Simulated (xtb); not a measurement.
thionyl fluoride (F2OS), singlet, geometry from GFN2-xTB, atoms displaced at random by about 0.02 Å a coordinate; GFN2-xTB with ALPB(dmf) (xtb).

The xtb input:
```
$ xtb mol.xyz --gfn 2 --opt --alpb dmf --json

# file mol.xyz
4

O      1.36046398    -0.16480369    -0.38217925
S      0.21845532     0.03268320     0.40821133
F     -0.69249654     1.26263412    -0.24934034
F     -0.93860660    -1.10741838    -0.17392285
```

It wrote (shortened):

```
   ID    Z sym.   atoms
    1    8 O      1
    2   16 S      2
    3    9 F      3, 4

           -------------------------------------------------
          |                Calculation Setup                |
           -------------------------------------------------

           -------------------------------------------------
          |                 G F N 2 - x T B                 |
           -------------------------------------------------

      * Solvation model:               ALPB
        Solvent                        dmf
        Parameter file                 internal GFN2-xTB/ALPB
        Dielectric constant                3.7000E+01
        Reference state                gsolv [1 M gas/solution]
        Free energy shift                  6.0086E-03 Eh       3.7705E+00 kcal/mol
        Temperature                        2.9815E+02 K
        Density                            9.5000E-01 kg/L
        Solvent mass                       7.3100E+01 g/mol
        Interaction kernel             P16
        Born radius scaling (c1)           1.8540E+00
        Born radii integrator          GBOBC
        Born offset                        0.0000E+00 a0       0.0000E+00 AA
        H-bond correction              true
        Ion screening                  false
        Surface tension                    1.0000E-05 Eh       1.5569E+01 dyn/cm
        Grid points                               230 per atom

          ...................................................
          :                      SETUP                      :
          :.................................................:
          :  # basis functions                  22          :
          :  # atomic orbitals                  21          :
          :  # shells                            9          :
          :  # electrons                        26          :
          :  max. iterations                   250          :
          :  Hamiltonian                  GFN2-xTB          :
          :  restarted?                      false          :
          :  GBSA solvation                   true          :
          :  PC potential                    false          :
          :  electronic temp.          300.0000000     K    :
          :  accuracy                    1.0000000          :
          :  -> integral cutoff          0.2500000E+02      :
          :  -> integral neglect         0.1000000E-07      :
          :  -> SCF convergence          0.1000000E-05 Eh   :
[...]
         :: total energy             -16.831156527041 Eh    ::
 * total energy  :   -16.8311565 Eh     change       -0.5471179E-11 Eh
 * total energy  :   -16.8316371 Eh     change       -0.4806223E-03 Eh
 * total energy  :   -16.8321211 Eh     change       -0.4839206E-03 Eh
 * total energy  :   -16.8321352 Eh     change       -0.1408551E-04 Eh
 * total energy  :   -16.8321416 Eh     change       -0.6457253E-05 Eh
 * total energy  :   -16.8321423 Eh     change       -0.6402893E-06 Eh
   *** GEOMETRY OPTIMIZATION CONVERGED AFTER 6 ITERATIONS ***
         :: total energy             -16.832142252976 Eh    ::
[...]
        18                          0.0852854               2.3207
        19                          0.1338415               3.6420
        20                          0.4534596              12.3393
        21                          1.1148698              30.3372
      -------------------------------------------------------------
                  HL-Gap            0.2214725 Eh            6.0266 eV
             Fermi-level           -0.3629186 Eh           -9.8755 eV

     #   Z          covCN         q      C6AA      α(0)
     1   8 O        0.860    -0.561    25.188     6.729
     2  16 S        2.429     1.362    96.874    16.566
     3   9 F        0.785    -0.400    13.524     4.344
     4   9 F        0.785    -0.401    13.529     4.345

 Mol. C6AA /au·bohr⁶  :        482.178582
 Mol. C8AA /au·bohr⁸  :      14517.543338
 Mol. α(0) /au        :         31.983048

Wiberg/Mayer (AO) data.
largest (>0.10) Wiberg bond orders for each atom

 ---------------------------------------------------------------------------
     #   Z sym  total        # sym  WBO       # sym  WBO       # sym  WBO
 ---------------------------------------------------------------------------
     1   8 O    2.076 --     2 S    1.960
     2  16 S    3.766 --     1 O    1.960     3 F    0.903     4 F    0.903
     3   9 F    0.982 --     2 S    0.903
     4   9 F    0.981 --     2 S    0.903
 ---------------------------------------------------------------------------

Topologies differ in total number of bonds
Writing topology from bond orders to xtbtopo.mol

molecular dipole:
                 x           y           z       tot (Debye)
 q only:        0.285       0.042       1.793
   full:        0.214       0.042       1.593       4.086
molecular quadrupole (traceless):
                xx          xy          yy          xz          yz          zz
 q only:       -3.483       0.257      -1.631       1.473       0.154       5.114
  q+dip:       -3.898       0.286      -1.634       1.121       0.203       5.532
   full:       -3.906       0.345      -1.205       1.444       0.136       5.111

optimized geometry written to: xtbopt.xyz

           -------------------------------------------------
          | TOTAL ENERGY              -16.832142252976 Eh   |
          | GRADIENT NORM               0.000288042347 Eh/α |
          | HOMO-LUMO GAP               6.026573651234 eV   |
           -------------------------------------------------

normal termination of xtb
```
